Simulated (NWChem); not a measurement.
System meant: SnN2H4Cl2; SMILES [NH2][Sn]([NH2])([Cl])[Cl]

Here is an NWChem input.

```
start job
memory heap 200 mb stack 900 mb global 1100 mb
geometry units angstroms noautoz
  N      0.160101    -1.661885    -1.496563
  Sn     0.000000     0.000000    -0.313296
  N     -0.160101     1.661885    -1.496563
  Cl     1.921463    -0.068544     1.081718
  Cl    -1.921463     0.068544     1.081718
  H     -0.764547    -1.902858    -1.883477
  H      0.455516    -2.461299    -0.917117
  H      0.764547     1.902858    -1.883477
  H     -0.455516     2.461299    -0.917117
end
basis spherical
  N library def2-svp
  Sn library def2-svp
  Cl library def2-svp
  H library def2-svp
end
dft
  xc pbe0
  iterations 150
  mulliken
end
task dft energy
```

End of the output:

```
             Grid Information
             ----------------
          Grid used for XC integration:  medium
          Radial quadrature: Mura-Knowles
          Angular quadrature: Lebedev.
          Tag              B.-S. Rad. Rad. Pts. Rad. Cut. Ang. Pts.
          ---              ---------- --------- --------- ---------
          N                   0.65       49          11.0       434
          Sn                  1.45      123           9.0       590
          Cl                  1.00       88          11.0       590
          H                   0.35       45          12.0       434
          Grid pruning is: on
          Number of quadrature shells:   350
          Spatial weights used:  Erf1

          Convergence Information
          -----------------------
          Convergence aids based upon iterative change in
          total energy or number of iterations.
          Levelshifting, if invoked, occurs when the
          HOMO/LUMO gap drops below (HL_TOL):  1.00D-02
          DIIS, if invoked, will attempt to extrapolate
          using up to (NFOCK): 10 stored Fock matrices.

                    Damping( 0%)  Levelshifting(0.5)       DIIS
                  --------------- ------------------- ---------------
          dE  on:    start            ASAP                start
          dE off:    2 iters        150 iters           150 iters

      Screening Tolerance Information
      -------------------------------
          Density screening/tol_rho:  1.00D-10
          AO Gaussian exp screening on grid/accAOfunc:  14
          CD Gaussian exp screening on grid/accCDfunc:  20
          XC Gaussian exp screening on grid/accXCfunc:  20
          Schwarz screening/accCoul:  1.00D-08

      Superposition of Atomic Density Guess
      -------------------------------------

      charge =      50.0 Sn (Tin)

      symmetry species            s     p     d     f
      number of basis functions =10     7     6
      number of cont. functions = 4     4     2
      number of closed shells   = 5     3     2
      number of open shells     = 0     1     0
      open shell occupation     = 0     2     0
 ------------------------------------------------------------------------
 atomscf:atomd: error in atom scf                   0
 ------------------------------------------------------------------------
 ------------------------------------------------------------------------
  current input line :
    25: task dft energy
 ------------------------------------------------------------------------
 ------------------------------------------------------------------------
 This error has not yet been assigned to a category
 ------------------------------------------------------------------------
 For more information see the NWChem manual at https://nwchemgit.github.io

0:atomscf:atomd: error in atom scf:Received an Error in Communication
```

Question: Find the fault in this run and fix the input.

Answer: The run crashed. Cause: the def2 basis of a heavy element holds valence functions alone and wants its effective core potential (without it all electrons must fit into that basis). This input runs:
```
start job
memory heap 200 mb stack 900 mb global 1100 mb
geometry units angstroms noautoz
  N      0.160101    -1.661885    -1.496563
  Sn     0.000000     0.000000    -0.313296
  N     -0.160101     1.661885    -1.496563
  Cl     1.921463    -0.068544     1.081718
  Cl    -1.921463     0.068544     1.081718
  H     -0.764547    -1.902858    -1.883477
  H      0.455516    -2.461299    -0.917117
  H      0.764547     1.902858    -1.883477
  H     -0.455516     2.461299    -0.917117
end
basis spherical
  * library def2-svp
end
ecp
  Sn library def2-ecp
end
dft
  xc pbe0
  iterations 150
  mulliken
end
task dft energy
```
It converges to -1245.91070 Ha (PBE0/def2-SVP with def2 effective core potentials on Sn).
